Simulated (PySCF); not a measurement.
**Substituent effects on chemical shifts**

Parent skeleton `[NH2:1][SiH2:2][SiH2:3][NH2:4]`; one hydrogen on atom 1 is replaced by X. Hydrogens on one atom are averaged.

Fast rotation and ring inversion assumed for equivalent nuclei, non-relativistic Hamiltonian, no solvent, single conformer. PBE0/pcSseg-1 with gauge-including orbitals; coordinates at the GFN2-xTB level; PySCF.

Shifts are taken against calculated references (same method and geometry level): ¹⁵N vs NH3; TMS for ²⁹Si, ¹H.

Parent (X = H): N1 -7.6, Si2 -60.8, Si3 -60.8, N4 -7.6, H(Si2) 4.93, H(Si3) 4.93 ppm. Effects are Δδ = δ(X) − δ(H), positive for deshielding.

Task: Give Δδ (ppm) for X = Ph, COCH3, cBu, CH2CF3, tBu, CHO, iPr, C2H5, nPr.

Result: 
| X | SMILES | N1 | Si2 | Si3 | N4 | H(Si2) | H(Si3) |
| --- | --- | --- | --- | --- | --- | --- | --- |
| Ph | N[SiH2][SiH2]Nc1ccccc1 | +71.9 | -2.4 | +0.2 | +5.0 | +0.09 | +0.16 |
| COCH3 | CC(=O)N[SiH2][SiH2]N | +126.8 | -6.4 | +3.5 | +3.9 | -0.29 | +0.07 |
| cBu | N[SiH2][SiH2]NC1CCC1 | +55.2 | +3.6 | +6.3 | +3.5 | -0.08 | +0.06 |
| CH2CF3 | N[SiH2][SiH2]NCC(F)(F)F | +15.0 | +10.5 | +6.3 | +2.2 | +0.05 | +0.06 |
| tBu | CC(C)(C)N[SiH2][SiH2]N | +52.1 | -7.1 | +6.5 | +2.3 | +0.16 | +0.11 |
| CHO | N[SiH2][SiH2]NC=O | +130.8 | -12.5 | -3.4 | +24.2 | -0.33 | +0.44 |
| iPr | CC(C)N[SiH2][SiH2]N | +45.6 | -3.7 | +0.7 | +2.0 | -0.06 | -0.03 |
| C2H5 | CCN[SiH2][SiH2]N | +35.8 | +6.1 | +9.2 | +2.1 | +0.10 | +0.26 |
| nPr | CCCN[SiH2][SiH2]N | +32.8 | +3.7 | +5.6 | +3.2 | +0.08 | +0.13 |

Task: Which position responds most, and to which substituents?

Result: N1: from +15.0 ppm with CH2CF3 to +130.8 ppm with CHO.

Experimental scales use liquid or dissolved standards, which lie at an offset from isolated NH3 (liquid NH3: subtract about 20 ppm).
